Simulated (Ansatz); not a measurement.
**Nudged elastic band run: CH₂BOSi, charge -1**

Input file:

```yaml
crystal:
  periodic: [false, false, false]
  atoms:
    - { symbol: O, position_ang: [-1.128132, -2.456471, 0.101211] }
    - { symbol: Si, position_ang: [-0.608497, -0.966866, 0.017563] }
    - { symbol: C, position_ang: [0.84136, 0.080674, 0.106315] }
    - { symbol: B, position_ang: [-0.377372, 0.930294, -0.148156] }
    - { symbol: H, position_ang: [1.92423, 0.298442, 0.230953] }
    - { symbol: H, position_ang: [-0.651589, 2.113926, -0.307886] }
total_charge: -1
basis:
  gaussian: { orbitals: def2-SVP }
hamiltonian:
  xc: blyp
  dispersion: d4
neb:
  order_check: false
  images: 9
  f_tol: 0.05
  max_iterations: 58
  final_atoms:
    - { symbol: O, position_ang: [-1.13079883, -1.96317316, 0.04984349] }
    - { symbol: Si, position_ang: [-0.71978367, -0.44632373, -0.05163293] }
    - { symbol: C, position_ang: [0.87532884, 0.34942702, 0.0828478] }
    - { symbol: B, position_ang: [1.04918035, 1.80251618, -0.04422593] }
    - { symbol: H, position_ang: [1.75842568, -0.29526891, 0.26990025] }
    - { symbol: H, position_ang: [-1.83235237, 0.55282161, -0.30673268] }
  initial_path:
    images:
      - { positions_ang: [[-1.128132, -2.456471, 0.101211], [-0.608497, -0.966866, 0.017563], [0.84136, 0.080674, 0.106315], [-0.377372, 0.930294, -0.148156], [1.92423, 0.298442, 0.230953], [-0.651589, 2.113926, -0.307886]] }
      - { positions_ang: [[-1.16619152, -2.3356974, 0.08349075], [-0.60449693, -0.87120107, 0.00809996], [0.89608131, 0.10116466, 0.1116203], [-0.27358468, 0.99483314, -0.14033232], [1.97639053, 0.23553428, 0.24453271], [-0.82819871, 1.87536539, -0.3074114]] }
      - { positions_ang: [[-1.20425104, -2.21492379, 0.06577049], [-0.60049685, -0.77553614, -0.00136307], [0.95080263, 0.12165533, 0.1169256], [-0.16979737, 1.05937227, -0.13250865], [2.02855106, 0.17262655, 0.25811242], [-1.00480842, 1.63680477, -0.30693679]] }
      - { positions_ang: [[-1.24231056, -2.09415019, 0.04805024], [-0.59649678, -0.67987121, -0.01082611], [1.00552394, 0.14214599, 0.1222309], [-0.06601005, 1.12391141, -0.12468497], [2.08071159, 0.10971883, 0.27169213], [-1.18141813, 1.39824416, -0.30646219]] }
      - { positions_ang: [[-1.28037009, -1.97337658, 0.03032998], [-0.59249671, -0.58420627, -0.02028914], [1.06024526, 0.16263666, 0.1275362], [0.03777727, 1.18845054, -0.11686129], [2.13287211, 0.04681111, 0.28527184], [-1.35802785, 1.15968355, -0.30598758]] }
      - { positions_ang: [[-1.31842961, -1.85260298, 0.01260973], [-0.58849663, -0.48854134, -0.02975218], [1.11496657, 0.18312732, 0.1328415], [0.14156459, 1.25298968, -0.10903762], [2.18503264, -0.01609662, 0.29885155], [-1.53463756, 0.92112294, -0.30551298]] }
      - { positions_ang: [[-1.28090345, -1.87471701, 0.02005648], [-0.61475404, -0.48009782, -0.03412833], [1.06703902, 0.21638726, 0.12284276], [0.32308774, 1.36289498, -0.09607528], [2.09971125, -0.07193108, 0.29306129], [-1.59418052, 0.84746267, -0.30575692]] }
      - { positions_ang: [[-1.2433773, -1.89683105, 0.02750323], [-0.64101145, -0.4716543, -0.03850448], [1.01911148, 0.2496472, 0.11284402], [0.50461089, 1.47280028, -0.08311294], [2.01438986, -0.12776553, 0.28727103], [-1.65372348, 0.7738024, -0.30600086]] }
      - { positions_ang: [[-1.20585114, -1.91894509, 0.03494999], [-0.66726886, -0.46321078, -0.04288063], [0.97118393, 0.28290714, 0.10284528], [0.68613405, 1.58270558, -0.0701506], [1.92906847, -0.18359999, 0.28148077], [-1.71326644, 0.70014214, -0.3062448]] }
      - { positions_ang: [[-1.16832499, -1.94105913, 0.04239674], [-0.69352626, -0.45476726, -0.04725678], [0.92325638, 0.31616708, 0.09284654], [0.8676572, 1.69261088, -0.05718827], [1.84374707, -0.23943445, 0.27569051], [-1.77280941, 0.62648187, -0.30648874]] }
      - { positions_ang: [[-1.13079883, -1.96317316, 0.04984349], [-0.71978367, -0.44632373, -0.05163293], [0.87532884, 0.34942702, 0.0828478], [1.04918035, 1.80251618, -0.04422593], [1.75842568, -0.29526891, 0.26990025], [-1.83235237, 0.55282161, -0.30673268]] }
```

Run as:

```bash
$ ansatz run input.yaml --threads 1 --pin off --max-ram 2048MiB --backend cpu --events-out ev --progress --plain --runs-dir out
```

Output, in part (warnings, iteration lines, the closing report on the highest movable image, with atoms numbered from 0):

```
NEB end point (image 0): max|allowed force component| = 7.142e-3 eV/Å (the criterion of neb.relax_end_points is 1.000e-2)
NEB end point (image 10): max|allowed force component| = 1.401e-2 eV/Å (the criterion of neb.relax_end_points is 1.000e-2)
NEB iter   1: max|band force component| = 6.213e0 eV/Å  barrier→ = 3.7538 eV  barrier← = 2.6013 eV  Δτ_max = 0.2000 Å  (378 SCF iters)
NEB iter   2: max|band force component| = 3.065e0 eV/Å  barrier→ = 2.3445 eV  barrier← = 1.1919 eV  Δτ_max = 0.2000 Å  (293 SCF iters)
NEB iter   3: max|band force component| = 1.257e0 eV/Å  barrier→ = 1.9582 eV  barrier← = 0.8057 eV  Δτ_max = 0.1561 Å  (287 SCF iters)
NEB iter   4: max|band force component| = 7.108e-1 eV/Å  barrier→ = 1.9286 eV  barrier← = 0.7761 eV  Δτ_max = 0.0374 Å  (273 SCF iters)
NEB iter   5: max|band force component| = 2.533e-1 eV/Å  barrier→ = 1.9150 eV  barrier← = 0.7625 eV  CI = image 5  Δτ_max = 0.0522 Å  (291 SCF iters)
NEB iter   6: max|band force component| = 1.277e-1 eV/Å  barrier→ = 1.9134 eV  barrier← = 0.7609 eV  CI = image 5  Δτ_max = 0.0128 Å  (288 SCF iters)
NEB iter   7: max|band force component| = 4.452e-2 eV/Å  barrier→ = 1.9125 eV  barrier← = 0.7600 eV  CI = image 5  Δτ_max = 0.0000 Å  (546 SCF iters)
Total energy: -11662.11599518 eV, -428.5748579568 hartree
Atom 0 at    -1.329333    -2.091017     0.035196 Å, force    -0.004295     0.011725    -0.001687 eV/Å
Atom 1 at    -0.596801    -0.686392    -0.009923 Å, force     0.039464     0.006800     0.003714 eV/Å
Atom 2 at     0.933461     0.139039     0.112952 Å, force    -0.010889    -0.013229    -0.000908 eV/Å
Atom 3 at     0.125241     1.412784    -0.128656 Å, force     0.005206    -0.036307     0.002343 eV/Å
Atom 4 at     2.022216     0.077100     0.267100 Å, force    -0.000202     0.008322     0.000673 eV/Å
Atom 5 at    -1.154785     1.148486    -0.276668 Å, force    -0.029284     0.022690    -0.004134 eV/Å
Dipole moment:     0.055521    -0.544409     0.063802 e Å
```

The forces met the threshold. A vibrational analysis at the climbing image gives one clearly imaginary mode, 576i cm⁻¹: a first-order saddle point. The orbitals stay closed-shell, which can raise the energy where a bond breaks towards radicals; this wasn't checked here. Limits of this set-up: an anion without diffuse functions, the dipole of an ion depends on the origin.

Final band (atoms are numbered from 1 in the order of the input):

```csv
image,path coordinate (Å),energy (kcal/mol),Si2–B4 (Å),B4–H6 (Å),Si2–H6 (Å)
0,0.00,0.0,1.92,1.23,3.10
1,0.31,3.1,1.89,1.21,2.96
2,0.62,13.6,1.90,1.19,2.73
3,0.93,30.3,2.00,1.18,2.47
4,1.24,41.2,2.14,1.22,2.22
5,1.55,44.1,2.22,1.32,1.94
6,1.88,42.2,2.30,1.57,1.67
7,2.20,37.2,2.44,2.00,1.55
8,2.52,31.4,2.57,2.41,1.51
9,2.84,27.8,2.71,2.79,1.51
10,3.16,26.6,2.86,3.15,1.52
```

Run time: 99 s on 1 thread of Arm Neoverse V2, on a shared host, peak memory 0.12 GiB.
